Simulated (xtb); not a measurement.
C$_{4}$H$_{12}$Si, charge +1, doublet, from a rough starting geometry (a state made from the parent by changing its charge; the spin is typed, not shown lowest); GFN2-xTB (xtb 6.7.1).

Input for xtb:
```
$ xtb mol.xyz --gfn 2 --chrg 1 --uhf 1 --opt vtight --json

# file mol.xyz
17

C     -0.44471271    -1.20789774    -1.41363208
Si    -0.01657391     0.00845665    -0.00946981
C     -0.00159128     1.81177800    -0.69856618
C     -1.32321611    -0.14448716     1.41233985
C      1.70892238    -0.38951538     0.76040499
H     -1.40826760    -0.95484741    -1.86829144
H     -0.36821833    -2.25255796    -1.00668967
H      0.30586317    -1.17358750    -2.21089282
H      0.24308772     2.47751689     0.12333833
H     -0.92849153     2.07855813    -1.05850432
H      0.72992828     1.90218546    -1.48790077
H     -2.30448936     0.07319331     1.02071077
H     -1.33355161    -1.20347220     1.81587083
H     -1.12423488     0.55425532     2.16837476
H      1.75285776    -1.41399766     1.05412430
H      2.50281597    -0.33882128    -0.05429333
H      2.04397612     0.24279674     1.56426895
```

Output, abridged:

```
   ID    Z sym.   atoms
    1    6 C      1, 3-5
    2   14 Si     2
    3    1 H      6-17

           -------------------------------------------------
          |                Calculation Setup                |
           -------------------------------------------------

           -------------------------------------------------
          |                 G F N 2 - x T B                 |
           -------------------------------------------------

          ...................................................
          :                      SETUP                      :
          :.................................................:
          :  # basis functions                  38          :
          :  # atomic orbitals                  37          :
          :  # shells                           23          :
          :  # electrons                        31          :
          :  max. iterations                   250          :
          :  Hamiltonian                  GFN2-xTB          :
          :  restarted?                      false          :
          :  GBSA solvation                  false          :
          :  PC potential                    false          :
          :  electronic temp.          300.0000000     K    :
          :  accuracy                    1.0000000          :
          :  -> integral cutoff          0.2500000E+02      :
          :  -> integral neglect         0.1000000E-07      :
          :  -> SCF convergence          0.1000000E-05 Eh   :
          :  -> wf. convergence          0.1000000E-03 e    :
          :  Broyden damping             0.4000000          :
          :  net charge                          1          :
          :  unpaired electrons                  1          :
          ...................................................

 iter      E             dE          RMSdq      gap      omega  full diag
   1    -15.9988239 -0.159988E+02  0.361E+00    7.85       0.0  T
   2    -16.0691292 -0.703053E-01  0.247E+00    6.21       1.0  T
   3    -16.0986065 -0.294773E-01  0.209E+00    6.76       1.0  T
   4    -16.1080340 -0.942748E-02  0.170E+00    6.92       1.0  T
   5    -16.1212942 -0.132602E-01  0.129E+00    6.88       1.0  T
   6    -16.1381711 -0.168768E-01  0.651E-01    6.87       1.0  T
   7    -16.1258597  0.123113E-01  0.119E+00    6.85       1.0  T
   8    -16.1418825 -0.160227E-01  0.250E-01    6.91       1.0  T
   9    -16.1409556  0.926884E-03  0.357E-01    6.90       1.0  T
[...]
 * total energy  :   -15.9043398 Eh     change       -0.8789789E-04 Eh
 * total energy  :   -15.9043905 Eh     change       -0.5068997E-04 Eh
 * total energy  :   -15.9044192 Eh     change       -0.2874008E-04 Eh
 * total energy  :   -15.9044333 Eh     change       -0.1412903E-04 Eh
 * total energy  :   -15.9044412 Eh     change       -0.7832899E-05 Eh
 * total energy  :   -15.9044463 Eh     change       -0.5087675E-05 Eh
 * total energy  :   -15.9044494 Eh     change       -0.3138630E-05 Eh
 * total energy  :   -15.9044510 Eh     change       -0.1577708E-05 Eh
 * total energy  :   -15.9044516 Eh     change       -0.6601934E-06 Eh
 * total energy  :   -15.9044519 Eh     change       -0.3113784E-06 Eh
 * total energy  :   -15.9044521 Eh     change       -0.1985809E-06 Eh
 * total energy  :   -15.9044522 Eh     change       -0.6092278E-07 Eh
   *** GEOMETRY OPTIMIZATION CONVERGED AFTER 22 ITERATIONS ***
         :: total energy             -15.904452207660 Eh    ::
[...]

 ---------------------------------------------------------------------------
     #   Z sym  total        # sym  WBO       # sym  WBO       # sym  WBO
 ---------------------------------------------------------------------------
     1   6 C    3.952 --     6 H    0.965     7 H    0.965     8 H    0.965
                             2 Si   0.827     5 C    0.129
     2  14 Si   3.515 --     1 C    0.827     3 C    0.827     4 C    0.827
                             5 C    0.827
     3   6 C    3.952 --    11 H    0.965     9 H    0.965    10 H    0.965
                             2 Si   0.827     4 C    0.129
     4   6 C    3.952 --    13 H    0.965    14 H    0.965    12 H    0.965
                             2 Si   0.827     3 C    0.129
     5   6 C    3.952 --    17 H    0.965    15 H    0.965    16 H    0.965
                             2 Si   0.827     1 C    0.129
     6   1 H    0.989 --     1 C    0.965
     7   1 H    0.990 --     1 C    0.965
     8   1 H    0.990 --     1 C    0.965
     9   1 H    0.990 --     3 C    0.965
    10   1 H    0.990 --     3 C    0.965
    11   1 H    0.989 --     3 C    0.965
    12   1 H    0.990 --     4 C    0.965
    13   1 H    0.989 --     4 C    0.965
    14   1 H    0.990 --     4 C    0.965
    15   1 H    0.990 --     5 C    0.965
    16   1 H    0.990 --     5 C    0.965
    17   1 H    0.989 --     5 C    0.965
 ---------------------------------------------------------------------------

Topologies differ in total number of bonds
Writing topology from bond orders to xtbtopo.mol

molecular dipole:
                 x           y           z       tot (Debye)
 q only:        0.004       0.008       0.012
   full:        0.004       0.008       0.012       0.038
molecular quadrupole (traceless):
                xx          xy          yy          xz          yz          zz
 q only:       -0.052       1.493      -0.737       0.642      -0.806       0.789
  q+dip:       -0.063       1.789      -0.883       0.769      -0.965       0.946
   full:       -0.032       0.918      -0.454       0.394      -0.496       0.486

optimized geometry written to: xtbopt.xyz

           -------------------------------------------------
          | TOTAL ENERGY              -15.904452207660 Eh   |
          | GRADIENT NORM               0.000025041915 Eh/α |
          | HOMO-LUMO GAP               5.506741475420 eV   |
           -------------------------------------------------

normal termination of xtb
```
